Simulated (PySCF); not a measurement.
# Tc⁺ (technetium, charge +1): UHF calculation

Configuration: [Kr] 4d4 5s1 5p1, one real determinant (an excited configuration). Computed with PySCF 2.14 in aug-cc-pVTZ-PP with ECP28MDF (6s6p5d3f2g, 88 functions), with a scalar-relativistic core potential.

| Item | Value |
| --- | --- |
| Total energy | -79.347692 hartree |
| One-electron energy | -131.1860 hartree |
| Hartree (Coulomb) energy | 59.7878 hartree |
| Exchange energy | -7.9495 hartree |
| ⟨S²⟩ | 12.0026 |
| ⟨L²⟩ | 7.992 |
| Sum of ⟨r⟩ | 22.02 bohr |
| Sum of ⟨r²⟩ | 47.20 bohr² |
| Traceless quadrupole moment −½Σ⟨3z² − r²⟩ along its main axis | -5.10 e·bohr² |

```csv
shell,electrons,mean orbital energy (eV),spread (eV),"rms radius, mean of both spins (bohr)"
4s α,1,-106.03,0,1.13
4s β,1,-98.772,0,1.13
4p α,3,-72.961,1.087,1.25
4p β,3,-63.987,1.186,1.25
4d α,4,-25.854,0.820,1.70
5s α,1,-17.551,0,3.10
5p α,1,-11.959,0,3.75
```

⟨L²⟩ = 7.99 against 12 for a pure F term, so this real determinant mixes terms. Energies and moments cover only the electrons outside the core potential.
